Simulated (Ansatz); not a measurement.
Reaction (atomization): `C[Si](O)O`• → C• + 5 H• + 2 O• + Si•

Isolated molecules relaxed with PBE0-D4/def2-TZVP in Ansatz; ΔE leaves out vibrations. CCSD(T)/CBS adds triple-zeta CCSD(T) − MP2 to the extrapolated MP2 energy (def2 sets, frozen cores). This one scheme is used for every species, atoms too. For atomizations the MP2-based limit and the directly extrapolated one differ by several kJ/mol either way, and by 10 to 25 for some Ge, Se and Sn compounds, so smaller differences from it don't rank the levels. Functionals use def2-TZVPP. B3LYP here is the variant with VWN-RPA as its local correlation; programs differ in this. Open shells (•) are unrestricted, without spin–orbit coupling. Spin–orbit coupling would lower the free atoms: a little for C, O, Si. Each species was taken in one conformer, which may not be the lowest.

(1) What is ΔE at CCSD(T)/CBS? (Estimate.)

(2) What do these levels give: BLYP-D4, PBE0-D4, ωB97M-V, PBE-QIDH, B3LYP, r2SCANh, r2SCAN0, MP2/def2-SVP, CCSD/def2-SVP, HF/def2-TZVPP, MP2/def2-TZVPP, CCSD/def2-TZVPP? (Estimate.)

Largest T1 diagnostic among the species: 0.014.

## Answers

(1) The calculation gave: +35.38 eV.

(2) Computed: BLYP-D4 35.21, PBE0-D4 35.07, ωB97M-V 35.30, PBE-QIDH 34.89, B3LYP 34.92, r2SCANh 35.15, r2SCAN0 34.75, MP2/def2-SVP 33.21, CCSD/def2-SVP 32.28, HF/def2-TZVPP 25.49, MP2/def2-TZVPP 35.12, CCSD/def2-TZVPP 33.84 eV.

From PBE to PBE0 (25 % exact exchange), in def2-TZVPP and without D4, ΔE moves by −0.71 eV: exact exchange takes away binding that semilocal exchange gives to molecules. At CCSD(T), def2-SVP lies −2.81 eV from the extrapolated value and def2-TZVPP −1.04 eV: correlation converges slowly with the basis, and small sets miss more of it in the bonded molecule than in its fragments. The D4 term adds +0.26 eV with B3LYP and +0.13 eV with PBE0; it sums over pairs of atoms, weighted by their polarisabilities, and B3LYP, whose exchange is more repulsive, gets the larger term.
